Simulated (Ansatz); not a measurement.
Relaxation of tetramethylammonium triflate (C5H12F3NO3S) with RKS PBE-D4/def2-SVP.

```sh
$ ansatz run in.yaml --threads 4 --pin off --events-out ev --progress --plain --max-ram 6963MiB
```

```yaml
crystal:
  periodic: [false, false, false]
  atoms:
    - {symbol: C, position_ang: [-2.265590, -1.208680, -0.498820]}
    - {symbol: N, position_ang: [-1.067660, -0.909440, 0.297510]}
    - {symbol: C, position_ang: [0.098800, -1.586080, -0.295250]}
    - {symbol: C, position_ang: [-1.245750, -1.375770, 1.679550]}
    - {symbol: C, position_ang: [-0.836060, 0.544770, 0.304550]}
    - {symbol: H, position_ang: [-2.435270, -2.283920, -0.543690]}
    - {symbol: H, position_ang: [-3.140500, -0.729280, -0.061270]}
    - {symbol: H, position_ang: [-2.128840, -0.831450, -1.510600]}
    - {symbol: H, position_ang: [0.252600, -1.230630, -1.313560]}
    - {symbol: H, position_ang: [0.998460, -1.300570, 0.253850]}
    - {symbol: H, position_ang: [-0.041700, -2.665090, -0.279100]}
    - {symbol: H, position_ang: [-2.092810, -0.871180, 2.142520]}
    - {symbol: H, position_ang: [-1.419870, -2.450920, 1.698590]}
    - {symbol: H, position_ang: [-0.346690, -1.153020, 2.251210]}
    - {symbol: H, position_ang: [-1.680030, 1.067130, 0.748460]}
    - {symbol: H, position_ang: [-0.658360, 0.893070, -0.712030]}
    - {symbol: H, position_ang: [0.084830, 0.758860, 0.851970]}
    - {symbol: O, position_ang: [1.269870, 0.663250, -1.684020]}
    - {symbol: S, position_ang: [2.342170, 0.938800, -0.739970]}
    - {symbol: O, position_ang: [3.672770, 0.684050, -1.197120]}
    - {symbol: O, position_ang: [2.029200, 0.464000, 0.605240]}
    - {symbol: C, position_ang: [2.206920, 2.788210, -0.543960]}
    - {symbol: F, position_ang: [3.050700, 3.282150, 0.360380]}
    - {symbol: F, position_ang: [0.958010, 3.073640, -0.123740]}
    - {symbol: F, position_ang: [2.394800, 3.438110, -1.690700]}
basis:
  gaussian: {orbitals: def2-SVP}
hamiltonian: {xc: pbe, dispersion: d4}
scf: {lower_state_search: "off"}
output: {orbitals: {seedname: orbitals}}
relax: {f_tol: 0.03, max_steps: 70}
```

It took 27 s on 4 threads of Arm Neoverse V2 on a shared host.

Positions (Å) and forces (eV/Å) at steps 1, 2, 3, 4, 5, 6 of 6:

```xyz
25
step=1 energy=-31948.8657 eV
C    -2.266   -1.209   -0.499   -0.435   -0.134   -0.252
N    -1.068   -0.909    0.298   -0.120   -0.026    0.010
C     0.099   -1.586   -0.295    0.560   -0.564   -0.335
C    -1.246   -1.376    1.680   -0.073   -0.181    0.495
C    -0.836    0.545    0.305   -0.066    0.890    0.077
H    -2.435   -2.284   -0.544   -0.011   -0.578    0.036
H    -3.140   -0.729   -0.061   -0.398    0.291    0.296
H    -2.129   -0.831   -1.511    0.151    0.215   -0.498
H     0.253   -1.231   -1.314    0.034    0.257   -0.432
H     0.998   -1.301    0.254    0.340    0.206    0.308
H    -0.042   -2.665   -0.279   -0.281   -0.601    0.095
H    -2.093   -0.871    2.143   -0.453    0.315    0.160
H    -1.420   -2.451    1.699   -0.080   -0.567   -0.088
H    -0.347   -1.153    2.251    0.503    0.159    0.225
H    -1.680    1.067    0.748   -0.642    0.093    0.288
H    -0.658    0.893   -0.712    0.119    0.061   -0.477
H     0.085    0.759    0.852    0.413   -0.006    0.217
O     1.270    0.663   -1.684   -2.057   -0.432   -2.222
S     2.342    0.939   -0.740   -0.017    1.622    0.051
O     3.673    0.684   -1.197    2.956   -0.500   -0.990
O     2.029    0.464    0.605   -0.293   -0.884    2.923
C     2.207    2.788   -0.544   -0.072   -0.173    0.028
F     3.051    3.282    0.360    0.518    0.111    0.425
F     0.958    3.074   -0.124   -0.786    0.227    0.286
F     2.395    3.438   -1.691    0.190    0.198   -0.626
25
step=2 energy=-31949.1658 eV
C    -2.327   -1.256   -0.490   -0.303   -0.084   -0.192
N    -1.118   -0.943    0.310   -0.120   -0.067    0.023
C     0.062   -1.635   -0.284    0.473   -0.123   -0.180
C    -1.294   -1.415    1.706   -0.044   -0.117    0.366
C    -0.902    0.532    0.322    0.237    0.507   -0.009
H    -2.484   -2.346   -0.521    0.006   -0.139    0.026
H    -3.206   -0.766   -0.042   -0.097    0.076    0.082
H    -2.181   -0.878   -1.513    0.045    0.052   -0.128
H     0.226   -1.259   -1.306    0.026    0.105   -0.142
H     0.960   -1.343    0.287    0.126    0.084    0.066
H    -0.110   -2.723   -0.264   -0.082   -0.103    0.017
H    -2.155   -0.904    2.165   -0.122    0.079    0.032
H    -1.460   -2.504    1.714   -0.021   -0.136   -0.034
H    -0.381   -1.177    2.274    0.125    0.045    0.052
H    -1.775    1.024    0.779   -0.119   -0.018    0.045
H    -0.723    0.878   -0.707    0.054    0.031   -0.173
H     0.036    0.743    0.867    0.132    0.022    0.048
O     1.398    0.738   -1.767   -1.203   -0.334   -1.110
S     2.470    1.018   -0.790   -0.296    0.677    0.100
O     3.831    0.796   -1.243    1.518   -0.162   -0.475
O     2.149    0.512    0.568   -0.312   -0.572    1.542
C     2.298    2.871   -0.563   -0.026   -0.078    0.014
F     3.150    3.351    0.352    0.194    0.065    0.178
F     1.039    3.158   -0.140   -0.253    0.069    0.096
F     2.498    3.526   -1.713    0.061    0.123   -0.242
25
step=3 energy=-31949.2796 eV
C    -2.304   -1.231   -0.503   -0.039   -0.003   -0.037
N    -1.077   -0.904    0.293   -0.023   -0.039    0.021
C     0.114   -1.607   -0.312    0.009   -0.247   -0.070
C    -1.251   -1.376    1.706    0.024    0.005    0.076
C    -0.866    0.592    0.297   -0.101    0.159    0.019
H    -2.455   -2.330   -0.510    0.024    0.109    0.005
H    -3.181   -0.731   -0.045    0.077   -0.037   -0.040
H    -2.159   -0.864   -1.537   -0.003   -0.032    0.085
H     0.278   -1.219   -1.336   -0.016    0.001    0.101
H     1.017   -1.328    0.270   -0.069    0.024   -0.008
H    -0.088   -2.698   -0.295   -0.007    0.102    0.015
H    -2.122   -0.863    2.160    0.068   -0.038   -0.044
H    -1.412   -2.473    1.710    0.018    0.100   -0.010
H    -0.331   -1.127    2.271   -0.071   -0.014   -0.060
H    -1.766    1.063    0.744    0.106   -0.053   -0.044
H    -0.679    0.930   -0.741   -0.031   -0.077    0.081
H     0.065    0.813    0.859   -0.086   -0.082   -0.012
O     1.296    0.634   -1.737   -0.033    0.057   -0.233
S     2.399    0.938   -0.760    0.149    0.035   -0.039
O     3.780    0.750   -1.248   -0.053    0.019    0.015
O     2.117    0.420    0.631    0.028   -0.044    0.182
C     2.206    2.796   -0.526    0.073    0.203    0.005
F     3.076    3.275    0.381   -0.082   -0.071   -0.060
F     0.947    3.088   -0.086    0.080   -0.017   -0.026
F     2.397    3.453   -1.684   -0.041   -0.060    0.076
25
step=4 energy=-31949.2900 eV
C    -2.311   -1.237   -0.502   -0.007   -0.011    0.004
N    -1.087   -0.916    0.300   -0.027   -0.007    0.012
C     0.104   -1.622   -0.302    0.019   -0.056   -0.008
C    -1.262   -1.383    1.713   -0.001   -0.004    0.011
C    -0.873    0.579    0.303    0.000    0.049    0.003
H    -2.467   -2.333   -0.508    0.001    0.027   -0.001
H    -3.186   -0.732   -0.050    0.022   -0.011   -0.014
H    -2.158   -0.873   -1.534    0.002   -0.011    0.025
H     0.279   -1.220   -1.318   -0.001   -0.002    0.023
H     0.999   -1.344    0.290   -0.011    0.005   -0.017
H    -0.103   -2.710   -0.294    0.002    0.041   -0.004
H    -2.131   -0.868    2.163    0.017   -0.013   -0.011
H    -1.423   -2.477    1.718    0.003    0.025    0.005
H    -0.343   -1.133    2.274   -0.023   -0.004   -0.017
H    -1.771    1.053    0.743    0.031   -0.015   -0.020
H    -0.676    0.909   -0.733    0.001   -0.012    0.018
H     0.054    0.789    0.873   -0.017   -0.006   -0.017
O     1.319    0.669   -1.777   -0.005    0.007   -0.060
S     2.413    0.959   -0.781   -0.027   -0.024   -0.004
O     3.800    0.775   -1.255   -0.017   -0.002    0.009
O     2.115    0.426    0.605    0.037    0.001    0.047
C     2.225    2.817   -0.532    0.020    0.104    0.016
F     3.093    3.284    0.382   -0.040   -0.039   -0.037
F     0.966    3.107   -0.095    0.042   -0.011   -0.012
F     2.421    3.481   -1.684   -0.019   -0.031    0.047
25
step=5 energy=-31949.2896 eV rejected
C    -2.310   -1.242   -0.501   -0.014   -0.009    0.001
N    -1.087   -0.913    0.298   -0.017   -0.002    0.012
C     0.106   -1.617   -0.303    0.011   -0.062   -0.011
C    -1.258   -1.376    1.713   -0.008   -0.005    0.015
C    -0.879    0.583    0.299    0.008    0.039    0.003
H    -2.465   -2.338   -0.499    0.004    0.027   -0.001
H    -3.186   -0.735   -0.054    0.021   -0.012   -0.010
H    -2.157   -0.886   -1.536    0.002   -0.008    0.023
H     0.274   -1.222   -1.322   -0.004   -0.003    0.022
H     1.003   -1.329    0.282   -0.017    0.000   -0.008
H    -0.096   -2.706   -0.287    0.005    0.046   -0.004
H    -2.132   -0.867    2.161    0.021   -0.011   -0.012
H    -1.412   -2.472    1.723    0.004    0.025    0.002
H    -0.342   -1.117    2.274   -0.018   -0.005   -0.016
H    -1.782    1.054    0.732    0.031   -0.013   -0.021
H    -0.677    0.911   -0.738    0.000   -0.015    0.017
H     0.042    0.799    0.874   -0.015   -0.012   -0.024
O     1.319    0.672   -1.785   -0.097   -0.033   -0.075
S     2.411    0.952   -0.787    0.120    0.159    0.043
O     3.796    0.766   -1.264   -0.020   -0.007    0.007
O     2.118    0.417    0.599   -0.015   -0.028    0.036
C     2.227    2.817   -0.523   -0.002   -0.219   -0.043
F     3.101    3.269    0.389   -0.006    0.043    0.009
F     0.971    3.094   -0.076    0.010    0.070    0.014
F     2.414    3.486   -1.671   -0.006    0.036    0.022
25
step=6 energy=-31949.2910 eV
C    -2.310   -1.240   -0.500    0.002    0.000    0.001
N    -1.087   -0.916    0.300   -0.008   -0.003    0.002
C     0.104   -1.624   -0.301    0.009   -0.006    0.002
C    -1.261   -1.380    1.714    0.002    0.005   -0.001
C    -0.872    0.579    0.299   -0.005    0.007    0.002
H    -2.468   -2.334   -0.503   -0.001    0.000    0.002
H    -3.184   -0.731   -0.053    0.001    0.000   -0.002
H    -2.155   -0.880   -1.533    0.000   -0.003    0.000
H     0.277   -1.223   -1.317   -0.001   -0.001   -0.001
H     1.000   -1.342    0.288   -0.002   -0.003   -0.002
H    -0.102   -2.710   -0.291    0.000    0.005   -0.001
H    -2.132   -0.866    2.162    0.000    0.001   -0.001
H    -1.420   -2.474    1.723    0.001    0.001    0.001
H    -0.344   -1.127    2.274   -0.001    0.002    0.001
H    -1.770    1.055    0.734    0.000   -0.002   -0.003
H    -0.673    0.904   -0.738    0.005   -0.003   -0.003
H     0.053    0.790    0.869    0.004   -0.001   -0.003
O     1.316    0.674   -1.782   -0.001   -0.001   -0.019
S     2.410    0.959   -0.784   -0.017    0.014    0.009
O     3.795    0.774   -1.260   -0.005   -0.005    0.002
O     2.115    0.423    0.602    0.016    0.002    0.005
C     2.226    2.819   -0.527   -0.001   -0.008    0.001
F     3.097    3.278    0.386   -0.001   -0.005   -0.001
F     0.969    3.107   -0.084    0.006    0.004    0.004
F     2.417    3.486   -1.676   -0.004    0.000    0.006
```
